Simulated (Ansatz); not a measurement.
`[OH][Sc]([F])[F]` + `[CH3][Ta](=[S])([Cl])[Cl]` → `[OH][Sc]([F])[Cl]` + `[CH3][Ta]([F])(=[S])[Cl]`  (redistribution)

Computed with Ansatz on PBE0-D4/def2-TZVP structures; ΔE is electronic, products minus reactants. CCSD(T)/CBS is the MP2 limit (def2-TZVPP, def2-QZVPP) plus CCSD(T) − MP2 in def2-TZVPP, frozen cores. Functionals use def2-TZVPP. def2 core potentials past Kr. For Sc, Ta outer-core shells are correlated without core-valence functions, which leaves a few kJ/mol of doubt a bond. Scalar relativity is left out up to krypton. One conformer a species, not always the lowest.

`[OH][Sc]([F])[F]`:

```xyz
5

O     0.445   -1.190   -0.266
Sc   -0.190    0.508    0.113
F    -1.034    0.863    1.717
F     0.008    1.882   -1.106
H     0.771   -2.063   -0.459
```

`[CH3][Ta](=[S])([Cl])[Cl]`:

Z-matrix (Å, degrees):
```
C
Ta 1 2.123
H 1 1.097 2 109.1
H 1 1.094 2 110.8 3 120.1
H 1 1.094 2 110.8 3 -120.1
S 2 2.143 1 103.6 3 -180.0
Cl 2 2.280 1 106.9 3 -62.5
Cl 2 2.281 1 106.9 3 62.6
```

`[OH][Sc]([F])[Cl]`:

Cartesian coordinates in Å:
```
O 0.086 -0.085 -1.325
Sc -0.052 0.111 0.498
F -0.494 1.758 1.172
Cl 0.319 -1.664 1.931
H 0.141 -0.119 -2.276
```

`[CH3][Ta]([F])(=[S])[Cl]`:

Cartesian coordinates in Å:
```
C -0.277 -0.980 -0.504
Ta 0.171 0.896 0.388
F -0.857 2.162 -0.507
S 2.258 1.177 -0.029
Cl -0.215 0.693 2.631
H -1.338 -1.211 -0.344
H 0.331 -1.772 -0.056
H -0.072 -0.966 -1.578
```

```
             level  ΔE (kcal/mol)
           ωB97M-V           -1.9
            B2PLYP           -0.5
             BHLYP           -2.8
     CCSD/def2-SVP           -1.0
  CCSD(T)/def2-SVP           -0.6
CCSD(T)/def2-TZVPP           -0.7
     HF/def2-QZVPP           -5.0
    CCSD/CBS(def2)           -1.4
```

(1) What does CCSD(T)/CBS give? (An estimate is asked.)

Largest T1 diagnostic among the species: 0.020.

Answers

(1) Ansatz gave: -0.7 kcal/mol. The listed levels differ from it by -1.2, 0.2, -2.1, -0.3, 0.1, 0.0, -4.3, -0.7 kcal/mol.

Leaving LDA and LC-ωPBE aside and taking each functional with its dispersion term where it has one, the values, not all of them listed here, spread over 2.3 kcal/mol, from B97M-V to PBE-QIDH. The D4 term adds +0.7 kcal/mol with B3LYP and +0.4 kcal/mol with PBE0; it sums over pairs of atoms, weighted by their polarisabilities, and B3LYP, whose exchange is more repulsive, gets the larger term. In def2-TZVPP, CCSD(T) changes the Hartree–Fock value by +4.4 kcal/mol (the triples alone add +0.8 kcal/mol) and MP2 by +7.7 kcal/mol.

B3LYP here is the variant with VWN-RPA as its local correlation; programs differ in this.
